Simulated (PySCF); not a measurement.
Ti(OH)2(NH2)2 (H6N2O2Ti), SMILES [NH2][Ti]([NH2])([OH])[OH], multiplicity 1.

The structure is a stationary point at B3LYP-D3(BJ)/def2-SVP. The multiplicity is an assumed one; no other spin state was optimised. The structure was generated by enumeration; whether it is a known compound was not checked. Other conformers were not sampled.

Two levels are set side by side: PBE/def2-TZVP (PySCF) and B3LYP/def2-TZVP (PySCF). Same geometry, gas phase. Differences are taken from unrounded values.

| quantity | B3LYP |
|---|---|
| orbital gap (eV) | 5.59 |
| highest occupied level (eV) | -6.76 |
| lowest empty level (eV) | -1.16 |
| dipole moment (D) | 0.84 |
| mean polarisability (bohr³) | 60.5 |

**Question.** What does PBE give, and how far is it from B3LYP? (Estimate from the structure and the level; the computed values follow.)

**Answer.** 
| quantity | PBE | PBE minus B3LYP |
|---|---|---|
| orbital gap (eV) | 3.70 | -1.89 |
| highest occupied level (eV) | -5.59 | 1.16 |
| lowest empty level (eV) | -1.89 | -0.73 |
| dipole moment (D) | 0.81 | -0.03 |
| mean polarisability (bohr³) | 63.0 | 2.5 |

PBE's occupied levels lie high since its potential decays too fast outside the molecule; exact exchange lowers them and widens the gap. Loosely held outer electrons make PBE densities more polarisable. Differences between two approximate levels are no errors against the true value.

Rough cost on one machine, each run with all the roots and properties that it gave: B3LYP against PBE within a factor of 2.
